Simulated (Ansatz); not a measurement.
The cluster KBi₂ was relaxed with r2SCAN-D4 (def2-TZVP) in Ansatz in these states: charge +1 singlet, neutral doublet, neutral quartet. The geometries follow in no particular order.

In the def2 sets Bi takes a core potential; there is no spin–orbit coupling.

A:

```
atom    x (Å)    y (Å)    z (Å)
  K1   0.5145  -0.3490  -2.0461
 Bi2  -1.1799   1.1129   0.6233
 Bi3   0.6654  -0.7638   1.4228
```

B:

```xyz
3

K     0.494   -0.181    2.062
Bi   -1.474   -0.721   -0.805
Bi    0.980    0.902   -1.257
```

C:

```xyz
3

K    -0.713   -1.025   -2.152
Bi   -0.842    0.284    1.581
Bi    1.555    0.741    0.571
```

Question: Judge from the bond lengths which geometry belongs to which state (an estimate).

Answer: A is the neutral doublet (K1–Bi2 3.483 Å, K1–Bi3 3.497 Å, Bi2–Bi3 2.751 Å); B is the neutral quartet (K1–Bi2 3.520 Å, K1–Bi3 3.525 Å, Bi2–Bi3 2.977 Å); C is the charge +1 singlet (K1–Bi2 3.958 Å, K1–Bi3 3.960 Å, Bi2–Bi3 2.641 Å).
